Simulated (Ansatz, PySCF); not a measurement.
Molecule: stibine, SbH3, charge 0, multiplicity 1. SMILES: [SbH3]
Structure (B3LYP-D3(BJ)/def2-TZVP (Ansatz, a program for electronic structure) minimum search):
```
Sb
H 1 1.7138
H 1 1.7138 2 91.40
H 1 1.7138 2 91.40 3 91.44
```
Charge 0, spin multiplicity 1.

Property: vertical triplet-singlet gap, E(triplet) - E(singlet), in eV. Set-up: LANL2DZ with its own core potentials from Na on; UHF or UKS for open shells; each state is the SCF solution reached for its charge and spin; spin-orbit terms left out; dispersion terms only where a functional's name holds one; valence correlation only (noble-gas shells and the d and f shells of earlier blocks); STO-3G and 3-21G all-electron and non-relativistic; six Cartesian d functions in 6-31G* and its kin unless marked 5d; def2 sets with scalar-relativistic core potentials past Kr. Ab initio and DFT rows: single points at B3LYP-D3(BJ) geometries (Ansatz). Levels can end on unlike triplets.

```json
[
 {"level": "HF/6-31G* with LANL2DZ past Ar", "program": "Ansatz", "vertical triplet-singlet gap, E(triplet) - E(singlet) (eV)": "4.89"},
 {"level": "B3LYP/STO-3G", "program": "Ansatz", "vertical triplet-singlet gap, E(triplet) - E(singlet) (eV)": "7.23"},
 {"level": "B3LYP/3-21G", "program": "Ansatz", "vertical triplet-singlet gap, E(triplet) - E(singlet) (eV)": "5.30"},
 {"level": "B3LYP/6-31G* with LANL2DZ past Ar", "program": "Ansatz", "vertical triplet-singlet gap, E(triplet) - E(singlet) (eV)": "5.25"},
 {"level": "M06-2X/6-31G* with LANL2DZ past Ar (5d)", "program": "PySCF", "vertical triplet-singlet gap, E(triplet) - E(singlet) (eV)": "5.47"},
 {"level": "MP2/6-31G* with LANL2DZ past Ar", "program": "Ansatz", "vertical triplet-singlet gap, E(triplet) - E(singlet) (eV)": "5.17"},
 {"level": "PBE0/def2-TZVPD", "program": "Ansatz", "vertical triplet-singlet gap, E(triplet) - E(singlet) (eV)": "5.03"},
 {"level": "M06-2X/def2-TZVPD", "program": "PySCF", "vertical triplet-singlet gap, E(triplet) - E(singlet) (eV)": "4.81"}
]
```

No value to compare with is used here. The 6 habitual levels span 4.89 (HF/6-31G* with LANL2DZ past Ar) to 7.23 eV (B3LYP/STO-3G); PBE0/def2-TZVPD gives 5.03.

The levels are drawn from those run, B3LYP/6-31G* more often than the rest, none by its result; runs whose electronic state is in doubt are left out.
